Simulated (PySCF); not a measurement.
## Structure from NMR data

Molecular formula: C6H9ClOSi2. Simulated spectra:

1H NMR (300 MHz, computed): δ 7.78 (m, 1H), 7.17 (m, 1H), 6.85 (m, 1H), 6.79 (m, 1H), 6.51 (m, 1H), 6.15 (m, 1H), 5.79 (m, 1H), 4.79 (m, 1H), 4.64 (m, 1H).

13C{1H} NMR (computed): δ 153.2 (CH), 150.3 (C), 146.5 (CH), 143.3 (CH2), 131.0 (CH), 117.7 (CH).

[PySCF 2.14.0 with density-fitted response routines: σ from GIAO-PBE0/pcSseg-1; geometry: GFN2-xTB; one computed conformer; in vacuum; non-relativistic]

Scale: 1H (σref 31.72), 13C (σref 186.93) against TMS (reference shieldings calculated alike).

Problem. Deduce the structure.

Solution. 
1. The formula gives 4 degrees of unsaturation (1 ring in the answer).
2. 6 carbon signals for 6 carbons: no two carbons are equivalent.
3. Carbon types of the structure: 1 × C, 4 × CH, 1 × CH2, leaving 3 H on heteroatoms.
4. δC 153.2: aromatic CH next to the ring oxygen.
5. δC 150.3: substituted aromatic carbon next to the ring oxygen.
6. δC 146.5: alkene CH; as expected for a trigonal carbon in a double bond.
7. δC 143.3: terminal =CH2 carbon; the olefinic region.
8. δC 131.0, 117.7: aromatic CH.
9. δH 7.78: hydrogen on an aromatic CH next to the ring oxygen; it sits in the deshielding region of the aromatic ring current.
10. δH 6.85: hydrogen on an alkene CH; olefinic region.

The compound is SMILES C=C[Si@H](Cl)[SiH2]c1ccco1.

The shifts were computed for this structure.

Shifts are as computed. Against solution values, carbons near 30 ppm lie about +3 ppm off and those near 130 ppm about +5 ppm. Of 1309 compounds with measured shifts, 239 miss one by over three times the rms of a fit or turn the order of signals round; such compounds aren't used in these exercises. No couplings were computed; multiplicities are counted from neighbouring protons, with m where these are inequivalent, close in shift, in a saturated or five-membered ring or joined by F or P, and br s for small geminal =CH2 splittings.
